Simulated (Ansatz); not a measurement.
Calculated with Ansatz (gas phase, PBE0-D4/def2-TZVP geometries, no zero-point term in ΔE). CBS: MP2 limit from def2 TZ/QZ plus the TZ coupled-cluster correction, frozen cores. This one scheme is used for every species. DFT in def2-TZVPP. B3LYP here is the variant with VWN-RPA as its local correlation; programs differ in this. HSE06 is defined as in plane-wave codes. def2 core potentials past Kr. For W outer-core shells are correlated without core-valence functions, which leaves a few kJ/mol of doubt a bond. Each species was taken in one conformer, which may not be the lowest.

`[CH3][W]([OH])(=[S])=[S]` + `CNC` → `C[N](C)[W]([OH])(=[S])=[S]` + CH₄  (ligand exchange at a W–C bond)

`[CH3][W]([OH])(=[S])=[S]`:

Z-matrix (Å, degrees):
```
C
W 1 2.098
H 1 1.092 2 111.2
H 1 1.094 2 108.8 3 -119.8
H 1 1.094 2 109.4 3 120.3
O 2 1.867 1 107.8 3 178.3
S 2 2.120 1 104.9 3 -59.5
S 2 2.123 1 104.8 3 58.2
H 6 0.961 2 125.0 1 106.9
```

`CNC`:

Z-matrix (Å, degrees):
```
C
N 1 1.445
H 1 1.094 2 109.4
H 1 1.092 2 110.0 3 117.9
H 1 1.104 2 114.0 3 -120.2
C 2 1.445 1 112.8 3 65.3
H 2 1.011 1 109.8 3 -171.9
H 6 1.104 2 114.0 1 54.9
H 6 1.094 2 109.4 1 -65.3
H 6 1.092 2 110.0 1 176.8
```

`C[N](C)[W]([OH])(=[S])=[S]`:

```xyz
14

C    -1.729    0.077   -0.251
N    -0.290    0.211   -0.124
C     0.112    1.590    0.097
W     0.996   -1.208   -0.231
O     1.436   -1.738    1.527
S     0.111   -2.839   -1.279
S     2.734   -0.490   -1.238
H    -2.223    0.423    0.665
H    -2.007   -0.959   -0.429
H    -2.091    0.689   -1.086
H    -0.212    2.216   -0.743
H    -0.349    1.975    1.013
H     1.193    1.674    0.189
H     2.317   -1.621    1.890
```

CH₄:

Z-matrix (Å, degrees):
```
C
H 1 1.090
H 1 1.090 2 109.5
H 1 1.090 2 109.5 3 -120.0
H 1 1.090 2 109.5 3 120.0
```

```
             level  ΔE (kJ/mol)  difference from CCSD(T)/CBS
       LDA (SPW92)       -110.6                         -2.8
            PBE-D4       -108.5                         -0.7
         revPBE-D4       -111.3                         -3.5
           BLYP-D4       -115.4                         -7.6
         r2SCAN-D4       -109.5                         -1.7
            B97M-V       -108.8                         -1.0
          B3LYP-D4       -110.2                         -2.4
        r2SCANh-D4       -107.2                          0.6
        r2SCAN0-D4       -103.7                          4.1
          HSE06-D4       -103.4                          4.4
          BHLYP-D4       -105.0                          2.8
      CAM-B3LYP-D4       -105.6                          2.2
           ωB97X-V       -100.9                          6.9
           ωB97M-V        -98.9                          8.9
            B2PLYP       -107.8                          0.0
          PBE-QIDH       -106.5                          1.3
            revPBE        -95.0                         12.8
              PBE0        -95.8                         12.0
             B3LYP        -97.0                         10.8
           r2SCAN0       -100.4                          7.4
             HSE06        -96.0                         11.8
             BHLYP        -93.1                         14.7
         CAM-B3LYP        -97.3                         10.5
           LC-ωPBE        -94.1                         13.7
RPA@PBE/def2-TZVPP       -109.0                         -1.2
       HF/def2-SVP        -87.1                         20.7
      MP2/def2-SVP       -130.6                        -22.8
     CCSD/def2-SVP       -109.4                         -1.6
  CCSD(T)/def2-SVP       -117.8                        -10.0
     HF/def2-TZVPP        -81.3                         26.5
    MP2/def2-TZVPP       -123.9                        -16.1
SCS-MP2/def2-TZVPP       -115.9                         -8.1
   CCSD/def2-TZVPP       -101.0                          6.8
CCSD(T)/def2-TZVPP       -109.8                         -2.0
     HF/def2-QZVPP        -80.6                         27.2
    MP2/def2-QZVPP       -122.5                        -14.7
SCS-MP2/def2-QZVPP       -114.3                         -6.5
      HF/CBS(def2)        -80.5                         27.3
     MP2/CBS(def2)       -121.9                        -14.1
    CCSD/CBS(def2)        -99.1                          8.7
       CCSD(T)/CBS       -107.8                            0
```

Largest T1 diagnostic among the species: 0.022, so the coupled-cluster value is less sure than usual.

In def2-TZVPP, CCSD(T) changes the Hartree–Fock value by −28.4 kJ/mol (the triples alone add −8.7 kJ/mol) and MP2 by −42.6 kJ/mol. Leaving LDA and LC-ωPBE aside and taking each functional with its dispersion term where it has one, the values spread over 16.4 kJ/mol, from BLYP-D4 to ωB97M-V. LDA lies −10.5 kJ/mol from PBE without D4.
